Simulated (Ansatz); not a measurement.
Ag4⁻, 4 atoms. Hardware: 4 threads of Arm Neoverse V1 on a shared host.

In the def2 sets Ag takes a core potential; there is no spin–orbit coupling. Correlated methods freeze no core orbitals; core or outer-core shells of Ag are correlated, in sets that lack core-valence functions.

(1) How many basis functions does each of these Ansatz runs have, and roughly what does it cost? PBE-D4/def2-TZVPD, charge 0 singlet at the geometry of the charge -1 doublet, energy, from earlier orbitals; RPA@PBE/def2-TZVPD, charge -1 quartet, energy, from earlier orbitals; PBE0-D4/def2-TZVPD, charge -1 quartet, energy, from earlier orbitals; r2SCANh-D4/def2-TZVPD, charge -1 doublet, energy, from earlier orbitals; PBE-D4/def2-SVPD, charge -1 doublet, energy, from earlier orbitals; r2SCAN-D4/def2-SVPD, charge -1 doublet, relaxation, 2 steps; BLYP-D4/def2-TZVPD, charge -1 quartet, energy, from earlier orbitals; MP2/def2-TZVPD, charge -1 quartet, energy, from earlier orbitals; PBE0-D4/def2-SVP, charge -1 doublet, energy with a search over starts; PBE with 50 % exact exchange/def2-TZVPD, charge -1 doublet, energy, from earlier orbitals; BLYP-D4/def2-TZVPD, charge -1 doublet, energy, from earlier orbitals; HF/def2-TZVPD, charge -1 doublet, energy, from earlier orbitals.

## Answers

(1) Other jobs shared the machine, so times can vary by a factor of up to 3. A dash marks memory too small to be measured apart from the calling script's.

```csv
run,functions,fitting or Cholesky vectors,wall time,peak host memory (GiB)
"PBE-D4/def2-TZVPD, charge 0 singlet at the geometry of the charge -1 doublet, energy, from earlier orbitals",160,1412,1.8 s,–
"PBE-D4/def2-SVPD, charge -1 doublet, energy, from earlier orbitals",136,1120,3 s,–
"BLYP-D4/def2-TZVPD, charge -1 doublet, energy, from earlier orbitals",160,1412,3.6 s,–
"BLYP-D4/def2-TZVPD, charge -1 quartet, energy, from earlier orbitals",160,1412,3.6 s,–
"MP2/def2-TZVPD, charge -1 quartet, energy, from earlier orbitals",160,1560,4.6 s,0.55
"HF/def2-TZVPD, charge -1 doublet, energy, from earlier orbitals",160,1560,6.5 s,0.61
"PBE0-D4/def2-TZVPD, charge -1 quartet, energy, from earlier orbitals",160,1560,7.5 s,0.65
"RPA@PBE/def2-TZVPD, charge -1 quartet, energy, from earlier orbitals",160,1560,8.5 s,0.59
"PBE0-D4/def2-SVP, charge -1 doublet, energy with a search over starts",124,1312,9.5 s,–
"PBE with 50 % exact exchange/def2-TZVPD, charge -1 doublet, energy, from earlier orbitals",160,1560,10 s,0.71
"r2SCANh-D4/def2-TZVPD, charge -1 doublet, energy, from earlier orbitals",160,1412,11 s,0.77
"r2SCAN-D4/def2-SVPD, charge -1 doublet, relaxation, 2 steps",136,1120,12 s,–
```
